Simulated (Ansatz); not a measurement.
`NC1=NCN1[SiH3]`. The species carries charge 0 and has multiplicity 1. Geometry: relaxed with PBE0-D4/def2-TZVP. It is one conformer, not always the lowest.

```xyz
13

N     0.180   -0.221   -2.063
C     0.477    0.412   -0.897
N     1.423    1.239   -0.588
C     0.899    1.167    0.784
N    -0.184    0.257    0.313
Si   -0.999   -1.072    1.060
H     0.666    0.151   -2.863
H    -0.796   -0.411   -2.225
H     0.520    2.116    1.172
H     1.580    0.696    1.498
H    -0.097   -2.185    1.469
H    -1.981   -1.592    0.074
H    -1.690   -0.555    2.266
```

Problem. What is the dipole moment at PBE/def2-TZVPP? (An estimate is asked.)

Solution. Computed: 2.33 D, with components (-2.05, -0.99, -0.47) D in this frame, pointing from negative to positive charge.

Problem. And with r2SCAN, B3LYP, ωB97M-V? (Best estimate.)

Solution. The calculation gave: r2SCAN 2.39 D, B3LYP 2.41 D, ωB97M-V 2.43 D.

Problem. Give the Mulliken charges with PBE, r2SCAN, B3LYP in def2-TZVPP. (Best estimate.)

Solution. Ansatz gave: 
```tsv
atom	PBE	r2SCAN	B3LYP
N1	-0.30	-0.36	-0.31
C2	0.17	0.34	0.27
N3	-0.28	-0.41	-0.34
C4	0.05	0.20	0.08
N5	-0.22	-0.34	-0.32
Si6	0.24	0.35	0.32
H7	0.18	0.18	0.17
H8	0.17	0.17	0.16
H9	0.07	0.04	0.08
H10	0.08	0.04	0.08
H11	-0.06	-0.07	-0.07
H12	-0.06	-0.08	-0.07
H13	-0.05	-0.06	-0.06
```

B3LYP here is the variant with VWN-RPA as its local correlation; programs differ in this.
